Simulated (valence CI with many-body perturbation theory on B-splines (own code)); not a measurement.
## Forbidden lines of Eu40+

Method: configuration interaction combined with many-body perturbation theory (CI+MBPT): five valence electrons over a frozen Dirac-Fock core [Ar], radial functions for each j: 7 s, 7 p, 8 d, 6 f, 4 g, 1 h, with the one-electron correlation potential Σ1, the two-electron term Σ2, the three-electron term Σ3, Breit, model QED; selected CI, second order for the rest (own B-spline code, finite nucleus).

No measured spectrum was set against this ion. As an estimate, large intervals hold to a few tenths of a per cent, small ones and those within an open d or f shell to about a per cent. Only levels of the ground parity were solved; by the run's estimate the other parity begins above the list, which can be wrong where configurations are misplaced.

Lines 1 to 50 of 120 in falling wavelength, among levels below 1178200 cm⁻¹, chosen from the decays that carry over 1 % of a level's rate. Wavelengths and rates use the calculated energies. Electric multipoles are in the length gauge, E1 and E2 with the static RPA response of the core. S is in atomic units (e²a₀⁴ for E2 and M2, e²a₀⁶ for E3), for M1 in squared Bohr magnetons. Weak lines are less certain than strong ones. Lines between different terms over intervals too small for the method are left out, as are lines whose strength nearly cancels.

Levels are named by their leading jj configuration (3d3/2^4 stands for four electrons in 3d with j = 3/2), which in mixed levels can hold well under half, so a name can repeat and another be missing. Letters in brackets count levels of one name in rising energy.

```csv
λ vac (nm),Upper,Lower,Type,A (s⁻¹),S (a.u.)
930.4,(3d3/2^3 3d5/2^2) J=11/2,(3d3/2^3 3d5/2^2) J=7/2 [a],E2,6.21e-08,4.64e-05
334.7,(3d3/2^3 3d5/2^2) J=9/2,(3d3/2^3 3d5/2^2) J=11/2,M1,2.89e+02,4.02e+00
272.6,(3d3/2^3 3d5/2^2) J=7/2 [b],(3d3/2^3 3d5/2^2) J=5/2 [b],M1,4.06e+02,2.44e+00
246.1,(3d3/2^3 3d5/2^2) J=9/2,(3d3/2^3 3d5/2^2) J=7/2 [a],M1,8.15e+02,4.50e+00
203.9,(3d3/2^3 3d5/2^2) J=5/2 [b],(3d3/2^3 3d5/2^2) J=3/2 [a],M1,1.17e+03,2.20e+00
161.2,(3d3/2^3 3d5/2^2) J=1/2,(3d3/2^3 3d5/2^2) J=3/2 [a],M1,6.93e+03,2.15e+00
124.3,(3d3/2^3 3d5/2^2) J=7/2 [a],(3d3/2^3 3d5/2^2) J=5/2 [a],M1,5.92e+03,3.37e+00
107.3,(3d3/2^2 3d5/2^3) J=1/2 [a],(3d3/2^3 3d5/2^2) J=3/2 [b],M1,9.50e+03,8.71e-01
106.0,(3d3/2^3 3d5/2^2) J=7/2 [b],(3d3/2^3 3d5/2^2) J=7/2 [a],M1,2.31e+03,8.17e-01
92.96,(3d3/2^3 3d5/2^2) J=3/2 [b],(3d3/2^3 3d5/2^2) J=1/2,M1,1.99e+03,2.36e-01
91.21,(3d3/2^2 3d5/2^3) J=5/2 [b],(3d3/2^2 3d5/2^3) J=5/2 [a],M1,4.12e+03,6.95e-01
88.58,(3d3/2^2 3d5/2^3) J=7/2 [b],(3d3/2^2 3d5/2^3) J=7/2 [a],M1,3.89e+03,8.01e-01
87.01,(3d3/2^2 3d5/2^3) J=5/2 [b],(3d3/2^3 3d5/2^2) J=3/2 [b],M1,9.75e+03,1.43e+00
84.82,(3d3/2^2 3d5/2^3) J=1/2 [b],(3d3/2^2 3d5/2^3) J=3/2 [a],M1,1.37e+04,6.20e-01
82.95,(3d3/2^3 3d5/2^2) J=3/2 [b],(3d3/2^3 3d5/2^2) J=5/2 [b],M1,5.28e+03,4.47e-01
81.23,(3d3/2^2 3d5/2^3) J=9/2 [c],(3d3/2^2 3d5/2^3) J=9/2 [b],M1,1.52e+04,3.02e+00
72.40,(3d3/2^3 3d5/2^2) J=5/2 [b],(3d3/2^3 3d5/2^2) J=5/2 [a],M1,3.61e+04,3.05e+00
63.94,(3d3/2^2 3d5/2^3) J=3/2 [c],(3d3/2^2 3d5/2^3) J=1/2 [b],M1,9.68e+03,3.75e-01
63.69,(3d3/2^2 3d5/2^3) J=9/2 [a],(3d3/2^3 3d5/2^2) J=7/2 [b],M1,2.18e+04,2.08e+00
58.96,(3d3/2^3 3d5/2^2) J=3/2 [b],(3d3/2^3 3d5/2^2) J=3/2 [a],M1,1.29e+04,3.93e-01
57.62,(3d3/2^2 3d5/2^3) J=7/2 [a],(3d3/2^3 3d5/2^2) J=5/2 [b],M1,4.88e+04,2.77e+00
56.62,(3d3/2^2 3d5/2^3) J=5/2 [c],(3d3/2^3 3d5/2^2) J=3/2 [b],M1,6.16e+04,2.49e+00
54.50,(3d3/2^2 3d5/2^3) J=5/2 [a],(3d3/2^3 3d5/2^2) J=7/2 [a],M1,5.18e+04,1.87e+00
53.83,(3d3/2^2 3d5/2^3) J=3/2 [b],(3d3/2^2 3d5/2^3) J=5/2 [a],M1,1.08e+04,2.51e-01
53.63,(3d3/2^3 3d5/2^2) J=5/2 [a],(3d3/2^4 3d5/2) J=5/2,M1,2.46e+05,8.45e+00
52.76,(3d3/2 3d5/2^4) J=7/2 [a],(3d3/2^2 3d5/2^3) J=5/2 [c],M1,4.02e+04,1.75e+00
52.48,(3d3/2^2 3d5/2^3) J=7/2 [a],(3d3/2^3 3d5/2^2) J=9/2,M1,7.99e+04,3.43e+00
52.34,(3d3/2^2 3d5/2^3) J=3/2 [b],(3d3/2^3 3d5/2^2) J=3/2 [b],M1,2.98e+03,6.34e-02
50.81,(3d3/2^2 3d5/2^3) J=11/2,(3d3/2^3 3d5/2^2) J=9/2,M1,3.13e+04,1.83e+00
50.30,(3d3/2^2 3d5/2^3) J=5/2 [b],(3d3/2^3 3d5/2^2) J=7/2 [b],M1,3.40e+04,9.62e-01
49.81,(3d3/2^2 3d5/2^3) J=1/2 [a],(3d3/2^3 3d5/2^2) J=1/2,M1,1.53e+05,1.40e+00
48.71,(3d3/2 3d5/2^4) J=5/2 [a],(3d3/2^2 3d5/2^3) J=3/2 [a],M1,5.92e+04,1.52e+00
48.18,(3d3/2^2 3d5/2^3) J=5/2 [d],(3d3/2^2 3d5/2^3) J=5/2 [c],M1,6.37e+03,1.59e-01
47.54,(3d3/2^2 3d5/2^3) J=3/2 [a],(3d3/2^3 3d5/2^2) J=1/2,M1,2.35e+04,3.75e-01
46.90,(3d3/2^2 3d5/2^3) J=7/2 [c],(3d3/2^2 3d5/2^3) J=5/2 [a],M1,2.96e+03,9.04e-02
46.80,(3d3/2^2 3d5/2^3) J=9/2 [c],(3d3/2^2 3d5/2^3) J=11/2,M1,2.94e+03,1.12e-01
46.22,(3d3/2 3d5/2^4) J=7/2 [a],(3d3/2^2 3d5/2^3) J=9/2 [b],M1,4.87e+04,1.43e+00
46.12,(3d3/2 3d5/2^4) J=3/2 [a],(3d3/2^2 3d5/2^3) J=5/2 [c],M1,7.71e+04,1.12e+00
45.81,(3d3/2^2 3d5/2^3) J=5/2 [d],(3d3/2^2 3d5/2^3) J=7/2 [b],M1,5.48e+03,1.17e-01
44.78,(3d3/2^2 3d5/2^3) J=3/2 [a],(3d3/2^3 3d5/2^2) J=5/2 [b],M1,9.91e+04,1.32e+00
44.11,(3d3/2^2 3d5/2^3) J=11/2,(3d3/2^3 3d5/2^2) J=11/2,M1,1.96e+05,7.47e+00
43.62,(3d3/2 3d5/2^4) J=11/2,(3d3/2^2 3d5/2^3) J=9/2 [b],M1,4.55e+04,1.68e+00
43.25,(3d3/2^2 3d5/2^3) J=7/2 [a],(3d3/2^3 3d5/2^2) J=7/2 [a],M1,1.16e+05,2.77e+00
42.80,(3d3/2^2 3d5/2^3) J=9/2 [b],(3d3/2^3 3d5/2^2) J=7/2 [b],M1,3.86e+04,1.12e+00
42.47,(3d3/2^2 3d5/2^3) J=5/2 [b],(3d3/2^3 3d5/2^2) J=5/2 [b],M1,1.55e+05,2.63e+00
41.56,(3d3/2^2 3d5/2^3) J=9/2 [a],(3d3/2^3 3d5/2^2) J=11/2,M1,7.95e+04,2.12e+00
40.04,(3d3/2^2 3d5/2^3) J=7/2 [b],(3d3/2^3 3d5/2^2) J=7/2 [b],M1,3.82e+04,7.27e-01
39.81,(3d3/2 3d5/2^4) J=7/2 [a],(3d3/2^2 3d5/2^3) J=5/2 [b],M1,1.22e+05,2.29e+00
39.79,(3d3/2^2 3d5/2^3) J=9/2 [a],(3d3/2^3 3d5/2^2) J=7/2 [a],M1,1.18e+05,2.76e+00
39.21,(3d3/2 3d5/2^4) J=5/2 [a],(3d3/2^2 3d5/2^3) J=7/2 [a],M1,2.03e+05,2.72e+00
```
